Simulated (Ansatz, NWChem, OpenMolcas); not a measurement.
# Worked example: C2HF + GeH3(SH) → C2H2S + GeH3F

Species: C2HF (fluoroacetylene) `C#CF`, singlet; GeH3(SH), singlet; C2H2S (ethynethiol) `C#CS`, singlet; GeH3F (fluorogermane) `[F][GeH3]`, singlet. The partners trade F for SH: C–F and Ge–SH bonds give way to C–SH and Ge–F.

Shapes, held fixed at every level: PBE0-D4/def2-TZVP. Programs: Ansatz 0.2.0, NWChem 7.3.0, OpenMolcas 26.06. A level may come from different programs for different species; with the same settings they agree closely. The zero-point and thermal change to 298 K, harmonic and unscaled (PBE0-D4/def2-TZVP), is -1.4 kJ/mol.

At CCSD(T)/def2-TZVPP; 1 Eh = 2625.50 kJ/mol:

```
 species   energy (Eh)
    C2HF   -176.299484
GeH3(SH)  -2475.752636
   C2H2S   -474.922789
   GeH3F  -2177.169981
```

**Question.** Work out ΔH(298 K) of the reaction at this level.

**Answer.** 
1. Products less reactants: (-474.922789) + (-2177.169981) − [(-176.299484) + (-2475.752636)] = -0.040650 Eh = -106.7 kJ/mol.
2. With the thermal change: -106.7 + (-1.4) = -108.1 kJ/mol.

Other levels give -117.3 (MP2/def2-TZVPP) to -77.4 kJ/mol (PBE0/def2-SVP). No measured value is set beside it here. Relativity is left out for Ge. Outer-core shells of Ge are correlated in most correlated rows, in sets that cover them unevenly.
